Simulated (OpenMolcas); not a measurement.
A calculation on Ga+.

```
Program             : OpenMolcas
Method              : MS-CASPT2, IPEA 0.25 Eh, imaginary shift 0.1 Eh (closed shells correlated: 3d)
Basis               : ANO-RCC-VQZP [7s6p4d2f1g]
Scalar Hamiltonian  : DKH2, point nucleus
Active space        : 2 electrons in 8 orbitals (4s 4p 5s 5p)
State averaging     : 2S+1 = 3 even, 3 roots; 2S+1 = 1 even, 7 roots; 2S+1 = 3 odd, 3 roots; 2S+1 = 1 odd, 3 roots
Spin-orbit coupling : RASSI with atomic mean-field integrals over the reference wave functions, term energies averaged over their components
```

(1) Which level of the active space comes out lowest?

(2) How high does 4s 4p 3P* 0 lie?

(3) How high does 4s 4p 3P* 1 lie?

(4) How high does 4s 4p 3P* 2 lie?

Measured values: NIST Handbook of Basic Atomic Spectroscopic Data.

Results:

(1) 4s2 1S0, with 100 % of that term; it is also the measured ground level.

(2) 46250 cm-1 above the lowest level; measured 47368 cm-1 above the ground level, so the calculation is off by -2 %.

(3) 46640 cm-1 above the lowest level; measured 47814 cm-1 above the ground level, so the calculation is off by -2 %.

(4) 47430 cm-1 above the lowest level; measured 48750 cm-1 above the ground level, so the calculation is off by -3 %.

Over all roots computed the reference weight is 0.88 to 0.96; the roots of lowest weight are the least certain, and an intruder state may touch them. The run also gave levels led by 4s 5s, which use shells meant for correlation; these and all levels above them are left out. Measured partners are found by configuration, term and J. A level has none where our copy of the source lacks it or the pairing is in doubt (some pairs that miss far off the trend of their configuration count as doubtful), and it then counts in no deviation. Only configurations of the active space appear.

* marks odd parity.
